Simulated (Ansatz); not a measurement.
C$_{2}$H$_{7}$BO$_{2}$S, SMILES `CCSB(O)O` from Hartree–Fock to CCSD(T)

Cartesian coordinates in Å:
```
C 0.935 1.002 -1.280
C 0.105 -0.263 -1.327
S 0.414 -1.382 0.074
B -0.565 -0.620 1.399
O -0.571 -1.153 2.658
O -1.315 0.488 1.153
H 0.744 1.611 -2.169
H 2.001 0.773 -1.246
H 0.682 1.596 -0.401
H 0.339 -0.855 -2.214
H -0.961 -0.039 -1.346
H -0.017 -1.930 2.760
H -1.791 0.773 1.939
```

Charge 0, multiplicity 1. The geometry is a stationary point of PBE0-D4/def2-TZVP. It is one conformer, not always the lowest. Frozen core, restricted reference, the Gaussian-basis code of Ansatz. CBS rows extrapolate triple and quadruple zeta; past MP2 they add the triple-zeta difference.

```json
{"basis": "def2-TZVPP", "HF (Eh)": "-652.01934", "MP2 corr.": "-1.10234"}
{"basis": "def2-QZVPP", "HF (Eh)": "-652.04253", "MP2 corr.": "-1.18612"}
```

**Question.** Estimate the CCSD correlation energy and the (T) correction in each basis where they were run (hartree).

**Answer.** 
```
     basis  CCSD corr.       (T)
def2-TZVPP    -1.14569  -0.04620
 CBS(def2)    -1.29154     as TZ
```
